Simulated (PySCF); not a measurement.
C3H6BNO2, SMILES N(=C1\B(O)OC1)/C.

Coordinates come from a PBE-D3(BJ)/def2-SVP optimisation. The structure was generated by enumeration; whether it is a known compound was not checked. Other conformers were not sampled.

The numbers are results of TDDFT-PBE/def2-SVPD run with PySCF 2.14.0, not measurements.

Vertical excitations. Isolated molecule, no solvent. State labels are in the subgroup Cs.

```
state  symmetry  energy (eV)  λ (nm)      f                                            main pairs
-----  --------  -----------  ------  -----  ----------------------------------------------------
S1           A"         3.69     336  0.002                                       HOMO→LUMO 100 %
S2           A'         5.19     239  0.014                                     HOMO→LUMO+1 100 %
S3           A'         5.44     228  0.008                    HOMO−1→LUMO 72 %, HOMO−2→LUMO 25 %
S4           A'         5.71     217  0.006                                     HOMO→LUMO+2 100 %
S5           A"         5.93     209  0.000                                      HOMO−3→LUMO 99 %
S6           A'         6.30     197  0.170  HOMO→LUMO+3 49 %, HOMO−2→LUMO 34 %, HOMO−1→LUMO 12 %
S7           A'         6.43     193  0.181  HOMO→LUMO+3 49 %, HOMO−2→LUMO 32 %, HOMO−1→LUMO 11 %
S8           A"         6.61     187  0.001                                      HOMO−4→LUMO 98 %
S9           A'         6.79     183  0.013                                     HOMO→LUMO+4 100 %
S10          A"         6.82     182  0.001                                    HOMO−1→LUMO+1 93 %
T1           A"         2.98     415      0                                       HOMO→LUMO 100 %
T2           A'         4.28     290      0                    HOMO−2→LUMO 50 %, HOMO−1→LUMO 48 %
T3           A'         4.84     256      0                    HOMO−1→LUMO 51 %, HOMO−2→LUMO 48 %
T4           A'         5.15     241      0                                     HOMO→LUMO+1 100 %
```
Triplets are in the Tamm–Dancoff approximation, which puts them higher than full response would, so one can lie above its singlet here.
